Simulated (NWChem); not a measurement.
# Atomisation of iminoborane (H2BN)

```xyz
4

B      0.0000     0.0000    -0.7011
N      0.0000     0.0000     0.5488
H      0.0000     0.0000    -1.8910
H      0.0000     0.0000     1.5544
```
Charge 0, spin multiplicity 1.

All runs are NWChem calculations. The geometry was optimised at PBE/def2-SVP, a minimum by its harmonic frequencies.

Basis set: def2-TZVP. The atomisation energy is electronic alone: no zero-point, thermal, spin-orbit or counterpoise terms. No value is extrapolated to the basis-set limit. Free atoms are single determinants with multiplicities B 2, N 4, H 2. Correlated methods freeze the same cores in atoms and molecule, 2 orbitals in all.

```json
[
 {"method": "BHandHLYP", "atomisation energy (kcal/mol)": "342.1"},
 {"method": "HF", "atomisation energy (kcal/mol)": "245.8"},
 {"method": "TPSS", "atomisation energy (kcal/mol)": "356.2"},
 {"method": "CCSD(T)", "atomisation energy (kcal/mol)": "338.3"},
 {"method": "MP2", "atomisation energy (kcal/mol)": "347.4"},
 {"method": "M06-2X", "atomisation energy (kcal/mol)": "355.0"},
 {"method": "LDA (SVWN5)", "atomisation energy (kcal/mol)": "405.7"},
 {"method": "PBE0", "atomisation energy (kcal/mol)": "353.1"},
 {"method": "B3LYP", "atomisation energy (kcal/mol)": "357.4"},
 {"method": "PBE", "atomisation energy (kcal/mol)": "364.4"}
]
```

The values span 159.9 kcal/mol, from HF (lowest) to LDA (SVWN5) (highest). 

B3LYP has NWChem's definition, with VWN1-RPA local correlation. No SCF solution was tested for a lower state. Open-shell Hartree-Fock references start from PBE0 orbitals. Coupled-cluster values serve here as a point of comparison, not as the truth.
